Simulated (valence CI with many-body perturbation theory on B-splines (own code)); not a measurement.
**C⁺: electric-dipole lines**

Method: valence CI with perturbative core correlation (CI+MBPT): three valence electrons over a frozen Dirac-Fock core [He], a basis of 11 s, 11 p, 9 d, 7 f, 5 g, 2 h, 1 i functions for each j, with the one-electron correlation potential Σ1, the two-electron term Σ2, the three-electron term Σ3, Breit, model QED; selected CI, second order for the rest (own B-spline code, finite nucleus).

Set against measurement, 29 paired levels are off by 41 cm⁻¹ on average, the worst by 104. These come from a selection out of the NIST Handbook of Basic Atomic Spectroscopic Data. Levels without a partner in it may be off by more.

Lines 1 to 50 of 225 in falling wavelength, among levels below 178567 cm⁻¹, chosen from the strongest by gf and those to the six lowest levels. Wavelengths and rates use the calculated energies, so an error of 40 cm⁻¹ moves a line at 2007 nm by 0.8 % and its rate by three times that or more. Electric multipoles are in the length gauge, E1 and E2 with the static RPA response of the core. Weak lines are less certain than strong ones. Lines between different terms over intervals too small for the method are left out, as are lines whose strength nearly cancels. The highest levels of a list are the least certain.

Names give the largest LS component (configuration and term), which can be under half, so a name can repeat, a term be missing and a line seem to break the LS rules; names also repeat where a configuration has a term twice.

```
λ vac (nm)  λ from measured levels           Upper           Lower   A (s⁻¹)  S (a.u.)
      4933                           2s²5p ²P°_1/2    2s²5s ²S_1/2  7.51e+05  8.89e+01
      4917                           2s²5p ²P°_3/2    2s²5s ²S_1/2  7.63e+05  1.79e+02
      3208                            2s²5d ²D_3/2   2s²5p ²P°_3/2  6.14e+05  4.00e+01
      3208                            2s²5d ²D_5/2   2s²5p ²P°_3/2  3.69e+06  3.60e+02
      3202                            2s²5d ²D_3/2   2s²5p ²P°_1/2  3.07e+06  1.99e+02
      2219                            2s²5s ²S_1/2     2p³ ²P°_3/2  1.31e+06  1.41e+01
      2210                            2s²5s ²S_1/2     2p³ ²P°_1/2  6.65e+05  7.09e+00
      2197                          2s2p3s ²P°_1/2    2s²5s ²S_1/2  4.13e+06  4.32e+01
      2187                          2s2p3s ²P°_3/2    2s²5s ²S_1/2  4.13e+06  8.54e+01
      2007                    2036     2p³ ²D°_5/2    2s²3d ²D_5/2  6.44e+01  1.54e-03
      2006                    2036     2p³ ²D°_5/2    2s²3d ²D_3/2  4.38e+00  1.05e-04
      2004                    2034     2p³ ²D°_3/2    2s²3d ²D_5/2  9.13e+00  1.45e-04
      2003                    2034     2p³ ²D°_3/2    2s²3d ²D_3/2  6.00e+01  9.52e-04
      1891                    1893   2s²4p ²P°_1/2    2s²4s ²S_1/2  6.63e+06  4.43e+01
      1889                    1890   2s²4p ²P°_3/2    2s²4s ²S_1/2  6.66e+06  8.86e+01
      1783                    1786    2s²4d ²D_3/2   2s²4p ²P°_3/2  1.87e+06  2.09e+01
      1782                    1786    2s²4d ²D_5/2   2s²4p ²P°_3/2  1.12e+07  1.88e+02
      1780                    1784    2s²4d ²D_3/2   2s²4p ²P°_1/2  9.37e+06  1.04e+02
      1575                            2s²5s ²S_1/2  2s2p3s ⁴P°_3/2  2.99e+02  1.15e-03
      1569                            2s²5s ²S_1/2  2s2p3s ⁴P°_1/2  4.37e+01  1.67e-04
      1380                           2s²5p ²P°_1/2    2s²4d ²D_3/2  9.51e+06  2.47e+01
      1379                           2s²5p ²P°_3/2    2s²4d ²D_5/2  8.61e+06  4.46e+01
      1379                           2s²5p ²P°_3/2    2s²4d ²D_3/2  9.56e+05  4.95e+00
      1055                            2s²5d ²D_3/2   2s²4f ²F°_5/2  1.50e+06  3.47e+00
      1055                            2s²5d ²D_5/2   2s²4f ²F°_7/2  1.42e+06  4.95e+00
      1055                            2s²5d ²D_5/2   2s²4f ²F°_5/2  7.12e+04  2.48e-01
      1036                            2s²5d ²D_3/2     2p³ ²P°_3/2  5.05e+05  1.11e+00
      1036                            2s²5d ²D_5/2     2p³ ²P°_3/2  3.03e+06  9.96e+00
      1034                            2s²5d ²D_3/2     2p³ ²P°_1/2  2.54e+06  5.53e+00
      1026                    1027  2s2p3s ⁴P°_1/2    2s²4s ²S_1/2  1.25e+02  1.33e-04
      1024                          2s2p3s ²P°_1/2    2s²4d ²D_3/2  2.71e+06  2.87e+00
      1023                    1025  2s2p3s ⁴P°_3/2    2s²4s ²S_1/2  4.28e+02  9.06e-04
      1022                          2s2p3s ²P°_3/2    2s²4d ²D_5/2  2.39e+06  5.03e+00
      1022                          2s2p3s ²P°_3/2    2s²4d ²D_3/2  2.65e+05  5.58e-01
     923.6                            2s²5s ²S_1/2   2s²4p ²P°_3/2  2.98e+07  2.32e+01
     923.1                            2s²5s ²S_1/2   2s²4p ²P°_1/2  1.49e+07  1.15e+01
     869.7                            2s²5d ²D_3/2  2s2p3s ⁴P°_3/2  3.97e+01  5.16e-05
     869.6                            2s²5d ²D_5/2  2s2p3s ⁴P°_3/2  2.47e+02  4.81e-04
     867.9                            2s²5d ²D_3/2  2s2p3s ⁴P°_1/2  5.99e+01  7.73e-05
     862.3                   869.9     2p³ ²P°_1/2    2s²4s ²S_1/2  4.73e+06  2.99e+00
     861.0                   868.5     2p³ ²P°_3/2    2s²4s ²S_1/2  4.70e+06  5.92e+00
     723.6                   723.9    2s²3d ²D_3/2   2s²3p ²P°_3/2  6.94e+06  5.19e+00
     723.5                   723.8    2s²3d ²D_5/2   2s²3p ²P°_3/2  4.17e+07  4.67e+01
     723.0                   723.3    2s²3d ²D_3/2   2s²3p ²P°_1/2  3.48e+07  2.59e+01
     659.5                   658.5   2s²3p ²P°_1/2    2s²3s ²S_1/2  3.64e+07  1.03e+01
     659.0                   658.0   2s²3p ²P°_3/2    2s²3s ²S_1/2  3.65e+07  2.06e+01
     625.9                            2s²5d ²D_3/2   2s²4p ²P°_3/2  4.80e+05  2.32e-01
     625.9                            2s²5d ²D_5/2   2s²4p ²P°_3/2  2.88e+06  2.09e+00
     625.6                            2s²5d ²D_3/2   2s²4p ²P°_1/2  2.39e+06  1.16e+00
     590.0                   589.3   2s²4p ²P°_1/2    2s²3d ²D_3/2  3.38e+07  6.86e+00
```
